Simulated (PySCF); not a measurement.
## From computed data to an observable: oscillator strength and radiative lifetime

SiBr₂F₂, SMILES F[Si](Br)(Br)F.

Geometry optimised at PBE0-D3(BJ)/def2-SVP.

TDA-PBE/def2-SVPD in PySCF puts the first singlet state with f over 0.02 at 6.03 eV (vertical), with the transition dipole (0.475, 0.000, 0.000) in atomic units.

Find the oscillator strength, the wavelength and the radiative lifetime that this transition would have in vacuum if emission retraced absorption.


|μ|² = 0.2256 au, so |μ| = 1.21 D. ΔE = 6.03/27.211 = 0.2216 hartree. f = (2/3) ΔE |μ|² = 0.033 (the program prints 0.033).
λ = 1239.84/6.03 = 206 nm; ν = 48635 cm⁻¹.
Einstein's coefficient A = 0.6670 ν² f s⁻¹ (ν in cm⁻¹) = 5.3e7 s⁻¹, so τ = 1/A = 19 ns. This state is S1. The figure is the radiative limit of this one transition; relaxation, internal conversion, crossing to triplets and a medium change what is measured.
